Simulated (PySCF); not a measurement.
Bi(Me)2 (C2H6Bi), SMILES [CH3][Bi+][CH3] (connectivity only; charge and spin as stated), charge +1, multiplicity 1.

Geometry: B3LYP-D3(BJ)/def2-SVP. The spin state was assumed, not searched. The isomer is the one that the SMILES or the coordinates give; other isomers of the formula were not compared. The def2 effective core potentials stand for the cores of Bi; spin–orbit coupling is left out.

Computed with TDA-PBE/def2-SVPD run with PySCF 2.14.0.

Vertical excitations.  State labels are in the subgroup C2.

```
state  symmetry  energy (eV)  λ (nm)      f                                                main pairs
-----  --------  -----------  ------  -----  --------------------------------------------------------
S1            B         2.15     577  0.004                                           HOMO→LUMO 100 %
S2            A         2.63     472  0.000                                         HOMO−1→LUMO 100 %
S3            A         4.64     267  0.000                                         HOMO−3→LUMO 100 %
S4            B         4.83     257  0.020                                          HOMO−2→LUMO 95 %
S5            B         4.95     250  0.001                                          HOMO−5→LUMO 99 %
S6            A         5.27     235  0.014                                          HOMO−4→LUMO 94 %
S7            B         6.51     190  0.075                      HOMO→LUMO+1 71 %, HOMO−1→LUMO+2 27 %
S8            A         6.73     184  0.021                      HOMO→LUMO+2 54 %, HOMO−1→LUMO+1 45 %
S9            A         7.55     164  0.010                                         HOMO→LUMO+3 100 %
S10           A         8.07     154  0.487  HOMO−1→LUMO+1 36 %, HOMO→LUMO+2 28 %, HOMO−3→LUMO+1 20 %
T1            B         1.46     849      0                                           HOMO→LUMO 100 %
T2            A         2.23     557      0                                         HOMO−1→LUMO 100 %
T3            B         4.41     281      0                                         HOMO−2→LUMO 100 %
T4            A         4.50     275      0                                         HOMO−3→LUMO 100 %
```
Triplets are in the Tamm–Dancoff approximation.
